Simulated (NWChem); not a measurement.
System: C$_{2}$H$_{6}$BiF; SMILES [F][Bi]([CH3])[CH3]

NWChem printed, in part:

```
             Northwest Computational Chemistry Package (NWChem) 7.3.0
             --------------------------------------------------------

 C1  symmetry detected

                             Geometry "geometry" -> ""
                             -------------------------

 Output coordinates in angstroms (scale by  1.889725989 to convert to a.u.)

  No.       Tag          Charge          X              Y              Z
 ---- ---------------- ---------- -------------- -------------- --------------
    1 Bi                  83.0000    -0.00006608    -0.03718559     0.30653229
    2 F                    9.0000    -0.00207880    -1.69604532    -0.90326308
    3 C                    6.0000     1.63513529     0.96785012    -0.89346323
    4 H                    1.0000     2.61812002     0.78225304    -0.43950156
    5 H                    1.0000     1.45009765     2.04977549    -0.96035500
    6 H                    1.0000     1.59731684     0.51668232    -1.89512453
    7 C                    6.0000    -1.63259087     0.97195275    -0.89359994
    8 H                    1.0000    -2.61642214     0.78623102    -0.44154393
    9 H                    1.0000    -1.59374684     0.52318107    -1.89629485
   10 H                    1.0000    -1.44643842     2.05387164    -0.95761381

 Effective nuclear repulsion energy (a.u.)     576.8450537738

                                 NWChem DFT Module
                                 -----------------

 Summary of "ao basis" -> "ao basis" (spherical)
 ------------------------------------------------------------------------------
       Tag                 Description            Shells   Functions and Types
 ---------------- ------------------------------  ------  ---------------------
 Bi                        def2-svpd                12       32   5s4p3d
 F                         def2-svpd                 9       23   4s3p2d
 C                         def2-svpd                 8       20   4s2p2d
 H                         def2-svpd                 4        8   2s2p

[...]

                                NWChem TDDFT Module
                                -------------------

            General Information
            -------------------
           No. of orbitals :     286
            Alpha orbitals :     143
             Beta orbitals :     143
        Alpha frozen cores :       0
         Beta frozen cores :       0
     Alpha frozen virtuals :       0
      Beta frozen virtuals :       0
         Spin multiplicity :       1
    Number of AO functions :     143
        Use of symmetry is : off
      Symmetry adaption is : off
         Schwarz screening :  0.10D-07

              XC Information
              --------------
                  PBE0 Method XC Functional
              Hartree-Fock (Exact) Exchange   0.25
   PerdewBurkeErnzerhof Exchange Functional   0.75
     Perdew 1991 LDA Correlation Functional   1.00 local
    PerdewBurkeErnz. Correlation Functional   1.00 non-local

             TDDFT Information
             -----------------
          Calculation type : Tamm-Dancoff TDDFT
         Wavefunction type : Restricted singlets
          No. of electrons :      50
           Alpha electrons :      25
            Beta electrons :      25
              No. of roots :       6
          Max subspacesize :    5200
            Max iterations :     100
               Target root :       1
           Target symmetry : none
      Symmetry restriction : off
                 Algorithm : Optimal
        Davidson threshold :  0.10D-03

    6 smallest eigenvalue differences (eV)
--------------------------------------------------------
  No. Spin  Occ  Vir  Irrep   E(Occ)    E(Vir)   E(Diff)
--------------------------------------------------------
    1    1   25   26 a        -0.266    -0.045     5.998
    2    1   24   26 a        -0.299    -0.045     6.908
    3    1   25   27 a        -0.266    -0.007     7.041
    4    1   25   28 a        -0.266     0.011     7.541
    5    1   25   29 a        -0.266     0.025     7.920
    6    1   24   27 a        -0.299    -0.007     7.951
--------------------------------------------------------

  Entering Davidson iterations
  Restricted singlet excited states

  Iter   NTrls   NConv    DeltaV     DeltaE      Time
  ----  ------  ------  ---------  ---------  ---------
    1      6       0     0.14E+00   0.10+100       40.5
    2     12       0     0.30E-01   0.32E-01       40.7
    3     18       0     0.10E-01   0.14E-02       40.3
    4     24       0     0.27E-01   0.17E-02       40.5
    5     30       1     0.94E-02   0.17E-02       39.9
    6     35       4     0.22E-02   0.12E-03       37.4
    7     37       5     0.41E-03   0.50E-05       27.7
    8     38       6     0.81E-04   0.20E-06       24.2
  ----  ------  ------  ---------  ---------  ---------
  Convergence criterion met

  Ground state a        -393.989055601499 a.u.

  ----------------------------------------------------------------------------
  Root   1 singlet a              0.174971032 a.u.                4.7612 eV
  ----------------------------------------------------------------------------
     Transition Moments    X  0.00043   Y  0.43666   Z  0.19549
     Dipole Oscillator Strength                    0.0266992236
     Electric Quadrupole                           0.0000001128
     Magnetic Dipole                               0.0000021026
     Total Oscillator Strength                     0.0267014390

[...]
```

Level: PBE0/def2-SVPD with def2 effective core potentials on Bi, TDA. Coordinates come from a PBE0/def2-SVP optimisation. Not confirmed as a minimum by frequencies. def2 effective core potentials on Bi; no spin-orbit coupling.

Task: Write an input that gives this output.

Result: Several could match; the one computed here: the input that was run:
```
start job
memory heap 200 mb stack 900 mb global 1100 mb
geometry units angstroms noautoz
  Bi    -0.009795    -0.054636     0.270959
  F     -0.102484    -1.773690    -0.847829
  C      1.702216     0.777524    -0.953989
  H      2.665199     0.555044    -0.474455
  H      1.587962     1.863729    -1.081976
  H      1.648651     0.275571    -1.930453
  C     -1.558212     0.988897    -1.008595
  H     -2.557795     0.890956    -0.563609
  H     -1.535112     0.484412    -1.984947
  H     -1.302113     2.051706    -1.127546
end
basis spherical
  * library def2-svpd
end
ecp
  Bi library def2-ecp
end
dft
  xc pbe0
  iterations 150
end
tddft
  cis
  nroots 6
  notriplet
end
task tddft energy
```
